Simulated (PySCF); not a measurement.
Start geometry of `O=C/C=N\[SiH2]O` from a GFN2-xTB structure with every atom displaced at random (by about 0.01 Å) (Å):
```
atom  x, y, z in Å
O1    -1.1876   -1.4742    0.7440
C2    -1.8405   -0.5628    0.2249
C3    -1.1962    0.7011   -0.2067
N4     0.0924    0.8765   -0.0896
Si5    1.2037   -0.2815    0.5578
O6     2.6531    0.3952    0.2521
H7    -2.9135   -0.6310    0.0594
H8    -1.7913    1.4976   -0.6104
H9     1.2861   -1.5329   -0.1203
H10    0.9678   -0.3473    2.0179
H11    2.7640    1.3334    0.2351
```

Problem. What comes out of this run: PBE0-D3(BJ)/def2-SVP geometry optimisation, gas phase (PySCF 2.14.0)?

Solution. 
```
atom  x, y, z in Å
O1    -1.2897   -1.4130    0.7536
C2    -1.8748   -0.5393    0.1652
C3    -1.1507    0.7039   -0.2825
N4     0.0914    0.8507   -0.1201
Si5    1.2446   -0.2793    0.6193
O6     2.7456    0.3703    0.3243
H7    -2.9659   -0.6122   -0.0597
H8    -1.7682    1.4938   -0.7528
H9     1.2749   -1.6188   -0.0175
H10    0.9415   -0.3128    2.0797
H11    2.7882    1.3310    0.3532
```

The energy falls by 25.1 kJ/mol over 10 energy and gradient evaluations, the largest force component goes from 0.0684 to 4.2e-04 Eh/bohr, and the atoms move by 0.056 Å rms after alignment. The bond that changes most is Si5–H9 (oxygen-bound silicon to Si–H hydrogen), which lengthens by 0.058 Å. Bonds longer at the end by more than 0.005 Å: 8 of 10; shorter: 2. Among the angles that change most is Si5–O6–H11, from 121.4° to 115.1°. Rotational constants go from 7114, 1919, 1543 to 7173, 1815, 1480 MHz. The orientation of the end geometry is arbitrary; only internal coordinates are fixed.

The run used 113 basis functions and 77 SCF cycles in all. Time: 53 s; peak memory 0.46 GiB. Hardware: Arm Neoverse V1, one thread, no GPU, shared host with 32 logical CPUs at a one-minute load of 27.

No PBE0-D3(BJ)/def2-SVP frequencies stand behind this structure, so it isn't proved a minimum. The numbers are those of one conformer.
